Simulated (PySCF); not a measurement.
**Question.** Give a PBE0-D3(BJ)/def2-SVP geometry of `CC1(CCCCNC1)C`.

**Answer.** 
```
atom  x, y, z in Å
C1    -1.8478    0.4950   -1.1680
C2    -0.9638   -0.1055   -0.0726
C3    -1.8286   -0.9487    0.8656
C4     0.1026   -0.9901   -0.7495
C5     1.3719   -1.3003    0.0447
C6     2.4468   -0.2238   -0.0872
C7     2.1060    1.1124    0.5725
N8     0.8292    1.7074    0.2548
C9    -0.3382    1.0365    0.7661
H10   -2.2564   -0.2901   -1.8244
H11   -1.2759    1.1900   -1.8053
H12   -2.6953    1.0521   -0.7380
H13   -2.5387   -0.3168    1.4238
H14   -2.4133   -1.6966    0.3068
H15   -1.2110   -1.4854    1.6038
H16    0.4088   -0.5175   -1.6994
H17   -0.3931   -1.9308   -1.0434
H18    1.7909   -2.2511   -0.3230
H19    1.1334   -1.4763    1.1090
H20    3.3987   -0.5879    0.3380
H21    2.6399   -0.0586   -1.1632
H22    2.1361    0.9841    1.6696
H23    2.9014    1.8410    0.3381
H24    0.7444    1.9633   -0.7243
H25   -0.0648    0.6389    1.7579
H26   -1.1384    1.7764    0.9583
```

Orientation and origin are arbitrary. Atoms count from 1 in this order. The 7-membered ring C2–C4–C5–C6–C7–N8–C9 has internal angles of 112.4° to 118.6°; it is puckered, 0.30 Å rms from its mean plane, widest ring torsion 87°. Of the pairs four or more bonds apart, H22···H25 is among the closest relative to their van der Waals radii: 2.23 Å, 93 % of the sum of Bondi's values. The 7 C–C bonds span 1.527 Å (C5–C6, drawn single) to 1.549 Å (C2–C9, drawn single), a spread of 0.022 Å. N8 (secondary amine nitrogen) is pyramidal (angles 116.5°, 113.1° and 112.9°, sum 342.5°, 0.31 Å off the plane of its three neighbours).

Bonds between heavy atoms (Å): C1–C2 1.530, C2–C3 1.529, C2–C4 1.542, C4–C5 1.529, C5–C6 1.527, C6–C7 1.529, C7–N8 1.444, N8–C9 1.440, C2–C9 1.549.

Computed, not measured: PySCF, PBE0-D3(BJ)/def2-SVP geometry optimisation, gas phase.

Point group: C1 (no symmetry element, even within 0.4 Å). Not checked by PBE0-D3(BJ)/def2-SVP frequencies. The numbers are those of one conformer (C1–C2–C4–C5 159°, C2–C4–C5–C6 -86°, C4–C5–C6–C7 68°, C5–C6–C7–N8 -51°).
